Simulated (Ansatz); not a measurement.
Input file for Ansatz (a quantum-chemistry and plane-wave program): R-r2SCAN/def2-TZVPPD on GaH2I (SMILES [GaH2][I]) with ghost functions, monomers drawn apart or pushed together. Elements past Kr take the def2 small-core potentials; no spin–orbit coupling. Files ending in .json are basis or fitting sets from the Basis Set Exchange.

Ansatz 0.2 input:
```yaml
crystal:
  periodic: [false, false, false]
  atoms:
    - {symbol: Ga, position_ang: [-0.02731395, -1.20651865, 1.50893176]}
    - {symbol: I, position_ang: [-0.16180392, 1.06806160, 0.28493848]}
    - {symbol: H, position_ang: [1.39649928, -1.83709612, 1.48392398]}
    - {symbol: H, position_ang: [-1.41062723, -1.91961830, 1.66194848]}
basis:
  gaussian:
    orbitals: def2-TZVPPD.json
    ghost_atoms:
      - {symbol: O, position_ang: [0.04675517, -0.46771751, 5.17852431]}
      - {symbol: H, position_ang: [0.21123626, 0.46105601, 4.94655322]}
      - {symbol: H, position_ang: [-0.82465383, -0.49368534, 5.59603546]}
hamiltonian:
  xc: {name: r2SCAN}
scf: {lower_state_search: off}
```

Program output:

```
WARN ansatz: RAYON_NUM_THREADS=1 ignored (pool sized by the plan → 1); use --threads N
Functional definition: r2SCAN
these checks for a lower state are left out or cut short: stability, starts, cluster_reference, orbital_swaps, neighbouring_geometries, increment
integrals: 0.15 GiB planned
1194 factors; their error is unknown
mean field: 0.92 GiB planned
mean field evaluation 1: about -60514.4584 eV, gradient 2.7e1 eV
mean field evaluation 2: about -60513.8599 eV, gradient 4.1e1 eV
mean field evaluation 4: about -60515.4220 eV, gradient 2.2e0 eV
mean field evaluation 8: about -60515.4029 eV, gradient 2.3e-2 eV
mean field evaluation 16: about -60515.4029 eV, gradient 8.7e-6 eV
mean field -60515.40287033 eV, -2223.9000366712 hartree, gradient 8.7e-6 eV, S^2 0.000000; 0 other end points of the search recorded, 0 dependent functions left out
reference -60515.40288485 eV, -2223.9000372049 hartree; 29, 29 occupied and 192, 192 virtual orbitals, 1194 factors
Total energy: -60515.40288485 eV, -2223.9000372049 hartree
Checks for a lower state left out: stability, starts, cluster_reference, orbital_swaps, neighbouring_geometries, increment
```

Self-consistency was reached.

Cost: roughly 2.7 core-seconds.
